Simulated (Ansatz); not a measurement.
CdMeBr (CH3BrCd). Total charge 0; triplet. Geometry PBE0-D4/def2-TZVP, that of the neutral singlet; atoms count from 1.

Cartesian coordinates in Å:
```
Cd -0.984 -0.130 -0.634
C 0.771 0.100 0.497
H 1.168 -0.880 0.759
H 0.546 0.655 1.408
H 1.510 0.647 -0.087
Br -3.012 -0.391 -1.942
```

In the def2 sets Cd takes a core potential; there is no spin–orbit coupling. At PBE0-D4/def2-TZVP a singlet of charge 0 lies 5.13 eV below the triplet at the same geometry.

Question: Estimate the Mulliken populations from the PBE0/def2-TZVP orbitals of Ansatz.

Answer: 
```json
{"atom": "Cd1", "charge (e)": "0.12", "spin (α − β)": "0.91", "d electrons": "9.98"}
{"atom": "C2", "charge (e)": "-0.29", "spin (α − β)": "0.68", "d electrons": "–"}
{"atom": "H3", "charge (e)": "0.16", "spin (α − β)": "0.01", "d electrons": "–"}
{"atom": "H4", "charge (e)": "0.16", "spin (α − β)": "0.01", "d electrons": "–"}
{"atom": "H5", "charge (e)": "0.16", "spin (α − β)": "0.01", "d electrons": "–"}
{"atom": "Br6", "charge (e)": "-0.30", "spin (α − β)": "0.37", "d electrons": "–"}
```
Mulliken values and Mayer orders depend strongly on the basis.

Question: Where does the spin sit?

Answer: Summed by element: Cd 0.91, C 0.68, H 0.04, Br 0.37, of 2 unpaired in all. Largest on single atoms: Cd1 0.91, C2 0.68, Br6 0.37.

Question: And the Mayer bond orders between bonded heavy atoms (over 0.3)?

Answer: Cd1–Br6 0.81 (2.43 Å).
